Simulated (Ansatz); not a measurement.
`[CH3][Ti]([CH3])([F])[F]` + H–F → `[CH3][Ti]([F])([F])[F]` + CH₄ at 700 K and 1 bar (ligand exchange at a Ti–C bond).

Gas-phase electronic energies from Ansatz, PBE0-D4/def2-TZVP geometries. CBS: MP2 limit from def2 TZ/QZ plus the TZ coupled-cluster correction, frozen cores. This one scheme is used for every species. For Ti outer-core shells are correlated without core-valence functions, which leaves a few kJ/mol of doubt a bond. Scalar relativity is left out up to krypton.

```tsv
species	CCSD(T)/CBS energy (Eh)	H − E (kJ/mol)	S (J/(mol·K))
`[CH3][Ti]([CH3])([F])[F]`	-1128.35702	282.4	510.1
H–F	-100.39570	45.2	198.5
`[CH3][Ti]([F])([F])[F]`	-1188.36791	182.1	448.2
CH₄	-40.46206	145.9	224.0
```

H − E and S are ideal-gas, rigid-rotor, harmonic terms from PBE0-D4/def2-TZVP. 1 Eh = 2625.50 kJ/mol, R = 8.31446 J/(mol·K).

By hand: ΔE, ΔH, ΔS and ΔG.

ΔE = (-1188.36791) + (-40.46206) − (-1128.35702) − (-100.39570) = -0.07725 Eh = -202.8 kJ/mol. Δ(H − E) = 182.1 + 145.9 − 282.4 − 45.2 = 0.4, so ΔH = -202.4 kJ/mol. ΔS = 448.2 + 224.0 − 510.1 − 198.5 = -36.4 J/(mol·K). ΔG = -202.4 − 700 × (-36.4)/1000 = -176.9 kJ/mol.

By hand: the equilibrium constant, and the temperature at which ΔG would vanish if ΔH and ΔS stayed fixed.

log₁₀ K = −ΔG/(RT ln 10) = 13.2. ΔG = 0 at ΔH/ΔS = 5560 K, far beyond where these terms or the molecules hold.

ΔH outweighs TΔS. A doubt of 5 kJ/mol in ΔE shifts log₁₀ K by 0.4 here. Modes under 60 cm⁻¹, often nearly free rotors, make the harmonic entropy too high. These are equilibria of isolated gas molecules and say nothing of rates. Largest T1 diagnostic: 0.022 (customary marks: 0.02 for closed shells, 0.045 for open ones).
